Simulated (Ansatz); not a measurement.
`O[SiH2][SiH2][SiH3]` and `C[SiH2][SiH2][SiH3]` differ in one atom or group.

Ansatz, PBE0-D4/def2-TZVP geometries, multiplicity 1. Each molecule was computed in one conformer, which needn't be the lowest.

| property | `O[SiH2][SiH2][SiH3]` |
| --- | --- |
| LUMO energy (B3LYP/def2-TZVPP) / eV | -0.89 |
| LUMO energy (PBE/def2-TZVPP) / eV | -1.53 |
| size of the dipole moment (PBE/def2-TZVPP) / D | 1.18 |
| zero-point energy (PBE0-D4/def2-TZVP) / kJ/mol | 191.2 |
| HOMO–LUMO gap (PBE/def2-TZVPP) / eV | 5.00 |
| HOMO–LUMO gap (B3LYP/def2-TZVPP) / eV | 6.60 |

(1) What does the change do to each property? (Estimate.)

## Answers

(1) Computed: 
```json
{"property": "LUMO energy (B3LYP/def2-TZVPP) / eV", "`C[SiH2][SiH2][SiH3]`": "-0.33", "shift": "0.56"}
{"property": "LUMO energy (PBE/def2-TZVPP) / eV", "`C[SiH2][SiH2][SiH3]`": "-0.96", "shift": "0.57"}
{"property": "size of the dipole moment (PBE/def2-TZVPP) / D", "`C[SiH2][SiH2][SiH3]`": "1.11", "shift": "-0.07"}
{"property": "zero-point energy (PBE0-D4/def2-TZVP) / kJ/mol", "`C[SiH2][SiH2][SiH3]`": "250.4", "shift": "59.2"}
{"property": "HOMO–LUMO gap (PBE/def2-TZVPP) / eV", "`C[SiH2][SiH2][SiH3]`": "5.74", "shift": "0.74"}
{"property": "HOMO–LUMO gap (B3LYP/def2-TZVPP) / eV", "`C[SiH2][SiH2][SiH3]`": "7.24", "shift": "0.64"}
```

With PBE0 the HOMO falls by 0.07 eV and the LUMO rises by 0.55 eV, so the gap widens by about 0.62 eV. PBE moves the HOMO by -0.17 eV and ωB97M-V by -0.05 eV. The zero-point energy changes by 59.2 kJ/mol with +6 modes. Dipoles are sizes alone; their direction can turn.

Positive LUMOs are unbound, so they and the gaps depend on the basis.

B3LYP here is the variant with VWN-RPA as its local correlation; programs differ in this.
